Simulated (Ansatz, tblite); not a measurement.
Cost and result up the ladder for CuAu₂ (the lowest doublet isomer of a short search) (3 atoms). Total charge 0; doublet. Geometry: PBE0-D4/def2-TZVP.

```xyz
3

Au   -1.030   -0.952    0.640
Au    0.219    1.493    0.313
Cu    0.811   -0.542   -0.953
```

Ansatz on 4 threads of Arm Neoverse V2 on a shared host; xTB runs through tblite on one thread. Times are rough, summed over both states, and most runs start from the orbitals of an earlier one. PBE0-D4/def2-TZVP serves as the yardstick here, not as an exact answer. The other state is a singlet.

In the def2 sets Au takes a core potential; there is no spin–orbit coupling. The xTB rows come from tblite. The structure comes from a short search, and lower isomers may exist.

Raw xTB energies of ions are shifted by several eV, and xTB has no spin-polarisation term.

```tsv
level	functions	wall time	vertical IE (eV)	difference from PBE0-D4/def2-TZVP (eV)
GFN1-xTB	27	0.004 s	13.48	6.62
GFN2-xTB	27	0.004 s	9.37	2.51
PBE-D4/def2-TZVP	125	3.5 s	7.10	0.24
PBE0-D4/def2-TZVP	125	7.7 s	6.86	0.00
r2SCAN-D4/def2-TZVP	125	8.2 s	7.07	0.22
```
